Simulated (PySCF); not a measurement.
## K⁸⁺ (potassium, charge +8): UHF calculation

Configuration: [Ne] 3s1, 2S determinant. Computed with PySCF 2.14 in an even-tempered Gaussian basis (19 s from 0.32 bohr⁻², ratio 2.5; 12 p from 0.42 bohr⁻², ratio 2.5; 5 d from 1.9 bohr⁻², ratio 2.7; 5 f from 2.9 bohr⁻², ratio 2.7), with the spin-free X2C one-electron Hamiltonian (Gaussian nucleus).

- Total energy: -579.860457 hartree
- One-electron energy: -725.8190 hartree
- Hartree (Coulomb) energy: 174.7392 hartree
- Exchange energy: -28.7806 hartree
- ⟨S²⟩: 0.7500
- ⟨L²⟩: 0.000
- Sum of ⟨r⟩: 4.056 bohr
- Sum of ⟨r²⟩: 2.523 bohr²

| shell | electrons | mean orbital energy (hartree) | rms radius, mean of both spins (bohr) |
| --- | --- | --- | --- |
| 1s α | 1 | -140.55462 | 0.0936 |
| 1s β | 1 | -140.50564 | 0.0936 |
| 2s α | 1 | -20.62337 | 0.413 |
| 2s β | 1 | -20.54267 | 0.413 |
| 2p α | 3 | -17.55537 | 0.383 |
| 2p β | 3 | -17.52212 | 0.383 |
| 3s α | 1 | -6.44309 | 1.13 |

Densities and radii are taken from the X2C orbitals without a picture-change correction, which distorts them close to the nucleus.
